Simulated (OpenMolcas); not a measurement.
Computed levels of 3s2 3p3 in ions with 15 electrons, in cm-1 above 4S* 3/2.

```yaml
Program: OpenMolcas 26.06
Method: CASSCF
Basis: ANO-R3
Scalar_Hamiltonian: X2C, finite nucleus
Spin-orbit_coupling: state interaction with AMFI integrals over the reference wave functions, term energies averaged over their components
```

Active space for each ion: 5 electrons in 4 orbitals (3s 3p).

```csv
Level,S+,Ar3+
2D* 3/2,19217,25937
2D* 5/2,19250,26087
2P* 1/2,26259,36271
2P* 3/2,26281,36417
```

Task: Estimate 2D* 3/2, 2D* 5/2 for Cl2+ from its neighbours S+ and Ar3+.

Result: 2D* 3/2 is another term, which grows about linearly with the charge: (19217 + 25937) / 2 = 22577. The calculation gives 22709, so the estimate is off by -0.6 %; the measured value is 18053 (Moore, Atomic Energy Levels, vol. I, NSRDS-NBS 35 (1971 reprint of NBS Circular 467, 1949)).
2D* 5/2 is another term, which grows about linearly with the charge: (19250 + 26087) / 2 = 22668. The calculation gives 22784, so the estimate is off by -0.5 %; the measured value is 18120 (Moore, Atomic Energy Levels, vol. I, NSRDS-NBS 35 (1971 reprint of NBS Circular 467, 1949)).

Without dynamic correlation excited terms often stand tens of per cent too high (terms of higher spin than the ground term too low), and those without a measured partner can miss by more than the paired ones (holds for S+). Measured partners are found by configuration, term and J. A level has none where our copy of the source lacks it or the pairing is in doubt (some pairs that miss far off the trend of their configuration count as doubtful), and it then counts in no deviation. Only configurations of the active space appear.

* marks odd parity.
